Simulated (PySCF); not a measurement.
Ground-state electric properties of a mixed set of molecules.

All values: PBE0/def2-SVPD (PySCF) at GFN2-xTB geometries, gas phase, one conformer each. Core orbitals are frozen in the response; Δα² is half the sum of the squared differences of the principal polarisabilities.

Question: Rank by polarisability anisotropy Δα, highest first.
A. 2-methylthiazole, `Cc1nccs1`
B. `[CH3:1][C@H:2]([F:3])[CH:4]1[CH2:5][CH2:6]1` with C1–C2–C4–C5 -85°
C. `[CH3:1][S:2]/[CH:3]=[CH:4]/[C:5]#[N:6]` with C1–S2–C3–C4 0°
D. `[CH:1]#[C:2][C@@H:3]([N:4]=[CH2:5])[C:6]([F:7])=[C:8]([F:9])[F:10]` with C2–C3–N4–C5 9°, C2–C3–C6–F7 -60°
E. `[CH3:1][O:2][CH2:3][CH2:4][O:5][CH3:6]` with C1–O2–C3–C4 -179°, O2–C3–C4–O5 172°, C3–C4–O5–C6 74° (1,2-dimethoxyethane)
F. `[CH3:1][NH:2][c:3]1[cH:4][cH:5][o:6][c:7](=[O:8])[cH:9]1` with C1–N2–C3–C4 180°

Answer: C (9.55 Å³), F (8.37 Å³), D (5.55 Å³), A (5.02 Å³), E (2.66 Å³), B (1.83 Å³).

Question: Rank by mean static polarisability, highest first.
A. `c1cnc(s1)C`
B. `CNc1ccoc(=O)c1`
C. `C#C[C@@H](N=C)C(F)=C(F)F`
D. `C1CC1[C@H](C)F`
E. `O(C)CCOC`

Answer: B (13.04 Å³), C (11.76 Å³), A (10.31 Å³), E (9.10 Å³), D (8.79 Å³).

Question: Rank by HOMO energy, highest first.
A. `CS/C=C/C#N`
B. `C[C@H](F)C1CC1`
C. `COCCOC`
D. `CNC1=CC(=O)OC=C1`
E. `C#C[C@@H](N=C)C(F)=C(F)F`

Answer: D (-6.44 eV), A (-7.00 eV), C (-7.45 eV), E (-7.66 eV), B (-8.43 eV).

All values together:

```json
{"SMILES": "COCCOC", "formula": "C4H10O2", "μ (D)": "1.86", "HOMO (eV)": "-7.45", "LUMO (eV)": "0.71", "α (Å³)": "9.10", "Δα (Å³)": "2.66", "electrons": "50", "α per electron (Å³)": "0.182"}
{"SMILES": "Cc1nccs1", "formula": "C4H5NS", "μ (D)": "1.10", "HOMO (eV)": "-7.02", "LUMO (eV)": "-0.73", "α (Å³)": "10.31", "Δα (Å³)": "5.02", "electrons": "52", "α per electron (Å³)": "0.198"}
{"SMILES": "CS/C=C/C#N", "formula": "C4H5NS", "μ (D)": "5.15", "HOMO (eV)": "-7.00", "LUMO (eV)": "-1.46", "α (Å³)": "11.65", "Δα (Å³)": "9.55", "electrons": "52", "α per electron (Å³)": "0.224"}
{"SMILES": "C#C[C@@H](N=C)C(F)=C(F)F", "formula": "C6H4F3N", "μ (D)": "2.53", "HOMO (eV)": "-7.66", "LUMO (eV)": "-0.90", "α (Å³)": "11.76", "Δα (Å³)": "5.55", "electrons": "74", "α per electron (Å³)": "0.159"}
{"SMILES": "C[C@H](F)C1CC1", "formula": "C5H9F", "μ (D)": "1.99", "HOMO (eV)": "-8.43", "LUMO (eV)": "0.88", "α (Å³)": "8.79", "Δα (Å³)": "1.83", "electrons": "48", "α per electron (Å³)": "0.183"}
{"SMILES": "CNc1ccoc(=O)c1", "formula": "C6H7NO2", "μ (D)": "7.34", "HOMO (eV)": "-6.44", "LUMO (eV)": "-1.02", "α (Å³)": "13.04", "Δα (Å³)": "8.37", "electrons": "66", "α per electron (Å³)": "0.198"}
```

Conformers: `[CH3:1][O:2][CH2:3][CH2:4][O:5][CH3:6]` with C1–O2–C3–C4 -179°, O2–C3–C4–O5 172°, C3–C4–O5–C6 74°; `[CH3:1][S:2]/[CH:3]=[CH:4]/[C:5]#[N:6]` with C1–S2–C3–C4 0°; `[CH:1]#[C:2][C@@H:3]([N:4]=[CH2:5])[C:6]([F:7])=[C:8]([F:9])[F:10]` with C2–C3–N4–C5 9°, C2–C3–C6–F7 -60°; `[CH3:1][C@H:2]([F:3])[CH:4]1[CH2:5][CH2:6]1` with C1–C2–C4–C5 -85°; `[CH3:1][NH:2][c:3]1[cH:4][cH:5][o:6][c:7](=[O:8])[cH:9]1` with C1–N2–C3–C4 180°.

Q: How closely does the mean polarisability follow the number of electrons in this set?

A: The correlation coefficient is 0.74; α per electron runs from 0.159 to 0.224 Å³.
